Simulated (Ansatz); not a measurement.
Consider the substitution at a C–C bond: methacrylic acid + `C[NH][InH][OH]` → `C[N](C)[InH][OH]` + `C=CC(=O)O`.

Gas-phase electronic energies from Ansatz, PBE0-D4/def2-TZVP geometries. CCSD(T)/CBS is the MP2 limit (def2-TZVPP, def2-QZVPP) plus CCSD(T) − MP2 in def2-TZVPP, frozen cores. DFT in def2-TZVPP. def2 core potentials past Kr. For In outer-core shells are correlated without core-valence functions, which leaves a few kJ/mol of doubt a bond. One conformer a species, not always the lowest.

`C=C(C)C(=O)O`:

```xyz
12

C    -0.860   -1.007   -1.025
C    -0.241   -0.165   -0.203
C    -0.889    1.029    0.418
C     1.188   -0.450    0.102
O     1.830   -1.372   -0.326
O     1.718    0.462    0.940
H    -1.900   -0.867   -1.295
H    -0.328   -1.855   -1.440
H    -0.369    1.949    0.139
H    -0.857    0.972    1.509
H    -1.930    1.107    0.103
H     2.637    0.197    1.078
```

`C[NH][InH][OH]`:

```xyz
10

C     0.587    1.273   -0.350
N    -0.399    0.312   -0.779
In   -0.881   -1.423    0.102
O     0.177   -1.745    1.756
H     0.155    2.264   -0.159
H     1.052    0.949    0.585
H     1.400    1.401   -1.078
H    -0.863    0.578   -1.633
H    -2.032   -2.561   -0.394
H     0.805   -1.046    1.949
```

`C[N](C)[InH][OH]`:

Z-matrix (Å, degrees):
```
C
N 1 1.440
H 1 1.092 2 110.8
H 1 1.101 2 111.5 3 120.2
H 1 1.101 2 111.5 3 -120.2
C 2 1.437 1 113.4 3 180.0
In 2 1.999 1 121.7 3 0.0
H 6 1.102 2 111.8 1 -59.8
H 6 1.102 2 111.8 1 59.8
H 6 1.093 2 111.3 1 -180.0
O 7 1.992 2 106.0 1 -0.1
H 7 1.698 2 129.1 1 -179.9
H 11 0.959 7 113.8 2 -179.8
```

`C=CC(=O)O`:

```xyz
9

C     0.761   -0.175    1.232
C    -0.268   -0.549    0.482
C    -0.594    0.046   -0.826
O    -1.530   -0.298   -1.502
O     0.253    1.019   -1.207
H     0.956   -0.646    2.188
H     1.434    0.610    0.911
H    -0.950   -1.333    0.788
H    -0.061    1.326   -2.068
```

(1) Is it downhill or uphill in electronic energy at CCSD(T)/CBS, and by how much? (Best estimate.)

(2) What do these levels give: PBE-D4, PBE0-D4, ωB97M-V, B2PLYP, r2SCAN, CCSD/CBS(def2)? (Estimate.)

Largest T1 diagnostic among the species: 0.016.

Results:

(1) Ansatz gave: Uphill: ΔE = +36.7 kJ/mol.

(2) The calculation gave: PBE-D4 36.8, PBE0-D4 39.0, ωB97M-V 40.5, B2PLYP 36.5, r2SCAN 39.0, CCSD/CBS(def2) 37.0 kJ/mol.
